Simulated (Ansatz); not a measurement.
Results of the Gaussian-basis code of Ansatz.

A structure relaxed at PBE0-D4/def2-TZVP, charge 0, multiplicity 1:

```xyz
8

N     0.122    0.137    0.811
B    -0.124   -0.138   -0.822
F    -1.051    0.801   -1.183
F     1.111    0.047   -1.382
F    -0.579   -1.428   -0.879
H     0.805   -0.520    1.176
H    -0.749    0.021    1.320
H     0.464    1.081    0.958
```

Question: Give its formula and SMILES.

Answer: BF3H3N, `[NH3+][B-](F)(F)F`.

Question: Point group (tolerance 0.08 Å, 0.16 Å for H)?

Answer: C3v.

Question: Summarise the bond lengths by kind.

Answer: 1 × B–N 1.674 Å; 3 × H–N 1.015 Å; 3 × B–F 1.368 Å.
